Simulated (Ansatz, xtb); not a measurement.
## Two isomers of C5H7Br

Structure I is `C=C/C=C(/C)Br`, a singlet and structure II is `C=C/C=C(\C)Br`, a singlet. Both are isolated molecules in the gas phase, relaxed with PBE-D3(BJ)/def2-SVP; the shapes shown needn't be the lowest conformers.

I (Å):

```xyz
13

C    -2.2366   -0.0270    0.9221
C    -0.9751    0.0076    1.4120
C    -0.0341   -1.0898    1.3053
C     1.2436   -1.1453    1.7623
C     2.1708   -2.3097    1.6223
Br    2.0238    0.3461    2.6822
H    -2.6272   -0.9168    0.4011
H    -2.9156    0.8322    1.0263
H    -0.6148    0.9138    1.9283
H    -0.3896   -2.0001    0.7892
H     2.5017   -2.6805    2.6153
H     3.0885   -2.0269    1.0650
H     1.6701   -3.1385    1.0835
```

II (Å):

```yaml
atoms:
  - { symbol: C, position_ang: [-1.6978, -1.7035, -0.1020] }
  - { symbol: C, position_ang: [-0.6798, -1.1252, 0.5789] }
  - { symbol: C, position_ang: [0.0233, -1.7675, 1.6759] }
  - { symbol: C, position_ang: [1.0477, -1.2238, 2.3850] }
  - { symbol: C, position_ang: [1.6815, 0.1197, 2.2190] }
  - { symbol: Br, position_ang: [1.8237, -2.2635, 3.7951] }
  - { symbol: H, position_ang: [-2.0522, -2.7164, 0.1502] }
  - { symbol: H, position_ang: [-2.2046, -1.1832, -0.9281] }
  - { symbol: H, position_ang: [-0.3607, -0.1094, 0.2897] }
  - { symbol: H, position_ang: [-0.3118, -2.7821, 1.9468] }
  - { symbol: H, position_ang: [2.7655, 0.0211, 2.0019] }
  - { symbol: H, position_ang: [1.5942, 0.7156, 3.1513] }
  - { symbol: H, position_ang: [1.2103, 0.6888, 1.3950] }
```

Problem. Which of the two would you expect CCSD(T)/def2-SVP + ΔMP2/def2-TZVPP electronic energies to favour?

Solution. CCSD(T)/def2-SVP + ΔMP2/def2-TZVPP gives E(II) − E(I) = +0.049 eV, slightly favouring structure I, which is too small a margin to settle the true order.

How the difference moves with the method:

```csv
level,geometry,E(II) − E(I) (eV),departure from the last row (eV),"job, with rough time for the two"
GFN2-xTB,GFN2-xTB,+0.028,−0.021,"optimisation, 0.13 s"
HF/STO-3G,GFN2-xTB,+0.066,+0.017,"single point, 0.6 s"
r2SCAN-D4/def2-SVP,GFN2-xTB,+0.054,+0.005,"single point, 6.6 s"
PBE-D3(BJ)/def2-SVP,PBE-D3(BJ)/def2-SVP,+0.050,+0.002,"optimisation, 25 s"
HF/def2-SVP,PBE-D3(BJ)/def2-SVP,+0.051,+0.002,part of the CCSD(T) run
MP2/def2-SVP,PBE-D3(BJ)/def2-SVP,+0.060,+0.011,part of the CCSD(T) run
CCSD(T)/def2-SVP,PBE-D3(BJ)/def2-SVP,+0.054,+0.005,single point
CCSD(T)/def2-SVP + ΔMP2/def2-TZVPP,PBE-D3(BJ)/def2-SVP,+0.049,,"single point, 2.2 min"
```

As drawn, both hold the same kinds of bond in the same numbers.

The largest departure from CCSD(T)/def2-SVP + ΔMP2/def2-TZVPP is that of GFN2-xTB, 0.021 eV. The last row adds to CCSD(T) the change of the MP2 difference between the two basis sets, here −0.005 eV.

With thermal terms from frequencies at re-optimised GFN2-xTB minima (ideal gas, soft modes damped towards free rotors, one conformer each, 298.15 K, 1 atm): on the last row, ΔE + ΔZPE = +0.048, ΔH = +0.051, ΔG = +0.041 eV.

The correlated steps freeze 14 core orbitals; the filled d shell of Br is correlated, in a basis made for valence electrons. Run with Ansatz 0.2.0, xtb 6.7.1; the last row on 2 threads of Arm Neoverse V1 on a shared host.
